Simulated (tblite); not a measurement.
A tight-binding relaxation on `BBS[SiH2]C`.

Computed with GFN2-xTB geometry optimisation, gas phase (tblite 0.8.0). Start geometry: from a force field or distance geometry. The command runs a driver script over a list of jobs; the input below is this job's line of settings and its coordinates in Å.

Command:
```bash
OMP_NUM_THREADS=1 python probes_run.py task.json out
```

Input:
```
{"job": {"kind": "relax", "xc": "GFN2-xTB", "basis": "xTB"}, "charge": 0, "multiplicity": 1}
B      2.294600     0.576300    -0.082500
B      1.676900    -0.321300     1.173300
S      0.242600    -1.455800     0.787300
Si    -1.000800    -0.626800    -0.795000
C     -2.212900     0.493800     0.100000
H      2.986700    -0.000600    -0.834100
H      2.622600     1.691200     0.181700
H      2.522600    -0.768900     1.905300
H     -0.196000     0.114100    -1.768400
H     -1.675300    -1.756400    -1.452400
H     -3.040100     0.680400    -0.623300
H     -1.682800     1.420400     0.375800
H     -2.542300    -0.045800     1.014600
```

Output:
```
step      E/eV     max force
  0    -371.35511    2.263
  1    -371.54027    1.760
  2    -371.80359    0.942
  3    -371.84750    0.681
  4    -371.89095    0.410
  5    -371.90205    0.428
  6    -371.92444    0.339
  7    -371.93521    0.340
  8    -371.94971    0.288
  9    -371.96079    0.318
... (72 lines left out)
 82    -372.04290    0.014
 83    -372.04292    0.017
 84    -372.04296    0.019
 85    -372.04306    0.023
 86    -372.04314    0.022
 87    -372.04322    0.025
 88    -372.04328    0.021
 89    -372.04333    0.014
 90    -372.04336    0.014
 91    -372.04338    0.009
```

«max force» is the largest atomic force in eV/Å.

Problem. From which step on does the largest force stay under 0.1 eV/Å, and how much energy is left to gain from there?

Solution. From step 32 (0.093 eV/Å), 11.0 meV above the end.

Main results: energy lowered by 15.9 kcal/mol over 91 steps; largest atomic force 0.009 eV/Å at the end.

Problem. Where do the atoms end?

Solution. 0.299 Å rms from the input after alignment:
```
atom  x, y, z in Å
B1     2.2804    0.5368   -0.0712
B2     1.8371   -0.5990    1.0121
S3     0.2765   -1.4502    0.9899
Si4   -0.8844   -0.6422   -0.6577
C5    -2.1699    0.5572    0.0479
H6     2.8617    0.2697   -1.0565
H7     2.0612    1.6813    0.0766
H8     2.5209   -0.9606    1.8997
H9     0.0261    0.0182   -1.5902
H10   -1.5025   -1.8227   -1.2533
H11   -2.8178    0.9387   -0.7356
H12   -1.6975    1.4083    0.5331
H13   -2.7965    0.0649    0.7876
```

Problem. How long does this job take on an Intel Xeon at 2.50 GHz with one thread (shared host)?

Solution. About 1.2 s.
Labels such as C1 count atoms from 1, the log's own numbers from 0.
